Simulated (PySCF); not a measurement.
Radial density of O (oxygen, neutral)

M06-2X, [He] 2s2 2p4, high-spin 3P determinant. Computed with PySCF 2.14 in 6-31G*, with no relativity, point nucleus.

```json
{"r (bohr)": "0.00364", "4πr²ρ (e/bohr)": "0.04784", "4πr²(ρα − ρβ)": "0.0000"}
{"r (bohr)": "0.00612", "4πr²ρ (e/bohr)": "0.1321", "4πr²(ρα − ρβ)": "0.0001"}
{"r (bohr)": "0.0103", "4πr²ρ (e/bohr)": "0.3521", "4πr²(ρα − ρβ)": "0.0003"}
{"r (bohr)": "0.0173", "4πr²ρ (e/bohr)": "0.8858", "4πr²(ρα − ρβ)": "0.0008"}
{"r (bohr)": "0.0291", "4πr²ρ (e/bohr)": "2.083", "4πr²(ρα − ρβ)": "0.0019"}
{"r (bohr)": "0.0490", "4πr²ρ (e/bohr)": "4.294", "4πr²(ρα − ρβ)": "0.0048"}
{"r (bohr)": "0.0823", "4πr²ρ (e/bohr)": "7.200", "4πr²(ρα − ρβ)": "0.0146"}
{"r (bohr)": "0.139", "4πr²ρ (e/bohr)": "8.501", "4πr²(ρα − ρβ)": "0.0607"}
{"r (bohr)": "0.233", "4πr²ρ (e/bohr)": "5.942", "4πr²(ρα − ρβ)": "0.2635"}
{"r (bohr)": "0.392", "4πr²ρ (e/bohr)": "3.134", "4πr²(ρα − ρβ)": "0.7870"}
{"r (bohr)": "0.659", "4πr²ρ (e/bohr)": "4.313", "4πr²(ρα − ρβ)": "1.5136"}
{"r (bohr)": "1.11", "4πr²ρ (e/bohr)": "4.238", "4πr²(ρα − ρβ)": "1.3419"}
{"r (bohr)": "1.86", "4πr²ρ (e/bohr)": "1.427", "4πr²(ρα − ρβ)": "0.4353"}
{"r (bohr)": "3.14", "4πr²ρ (e/bohr)": "0.1506", "4πr²(ρα − ρβ)": "0.0495"}
{"r (bohr)": "5.28", "4πr²ρ (e/bohr)": "6.408e-05", "4πr²(ρα − ρβ)": "0.0000"}
```
